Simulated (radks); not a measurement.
The phosphorus ion P9+, configuration [He] 2s2 2p(up 2, down 0).

Method: scalar-relativistic Kohn-Sham, r2SCAN, spin-polarised, spherical densities, finite nucleus; meta-GGA in the generalised Kohn-Sham scheme; Fermi nuclear charge, rms radius 3.1889 fm; computed with a radial shooting solver on a logarithmic mesh with Libxc functionals.

Energy parts (hartree):
part                      energy
total                 -292.59728
kinetic                293.92138
electron-nucleus      -629.16019
Hartree                 57.86866
exchange-correlation   -15.22713

Orbitals (lengths in bohr, moments of r in powers of bohr; <r^-3> diverges for s and p1/2; r(90%) holds 90 % of the orbital's charge):
orbital  occ.  eigenvalue (hartree)  <r^-3>  r(90%)  <1/r>      <r^4>
1s up       1             -89.48573       -   0.184  14.68  0.0005299
1s down     1             -89.21512       -   0.183  14.72  0.0005196
2s up       1             -16.24579       -   0.710  3.201     0.1059
2s down     1             -15.71785       -   0.721  3.133     0.1127
2p up       2             -14.74764   86.51   0.663  3.109    0.08034
2p down     0             -14.11434   83.57   0.679  3.056    0.08811

The highest occupied level is 2p up at -401.30 eV. The electron density at the nucleus is 2431 e/bohr^3 (large components only). Spin moment in Bohr magnetons: 2. The density falls to 0.001 e/bohr^3 at r = 1.32 bohr.
